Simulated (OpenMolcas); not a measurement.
W4+ (d2) in a complex was computed by SS-CASPT2, IPEA 0.25 Eh, imaginary shift 0.1 Eh with the d shell active (OpenMolcas, ANO-RCC-VTZP on the metal). Its lowest spin-free states, and all those of the highest spin:

```tsv
2S+1	Degeneracy	E (cm-1)
3	3	0
1	3	6180
1	2	6620
1	1	15390
3	3	24430
3	3	29800
1	3	29980
1	3	32390
3	1	50130
1	2	55100
1	1	62000
```

Task: Is the site octahedral, tetrahedral or cube-like, axial, or of lower symmetry?

Result: The states with 2S+1 = 3 have orbital degeneracies 3, 3, 3, 1. Threefold states need a cubic site. For d2 at this spin an octahedron puts the threefold T1 below the threefold T2 and a tetrahedron or cube puts the single A2 below the threefold T2, so the site is octahedral. The run had W4+ with 6 ligands (chloride) in octahedral coordination (Oh) at 2.42 Å. A charge of +0.333 e stands 2.6 Å behind each ligand. Ligand basis ANO-RCC-VDZP.

Roots that are degenerate in the reference are averaged as groups; the widest CASPT2 spread within a group is 270 cm-1 (the 3-fold group of multiplicity 1 near 30000 cm-1 above the lowest state of its run). Shifts and gaps below about the spread of the groups concerned are not significant. Over all roots computed the reference weight is 0.65 to 0.66; a low but even weight reflects the number of correlated electrons. An orbital triplet at a regular site is open to Jahn-Teller coupling, which can distort the site and quench the lowest spin-orbit gaps and is left out. The least metal-like active orbital is 71 % on the metal (Löwdin) and no ligand orbital is active, so the numbers are rough. Ligand-to-metal charge-transfer states are missing. With no ligand orbital active B as a rule stays too high, so bands that hang on it stand too high and its fall with covalency is understated. With one d shell and no ligand orbital active, 10Dq can be off by a tenth or more. No measured value stands beside these numbers; the geometry is a model, was not optimised and need not be the one that this ion takes.
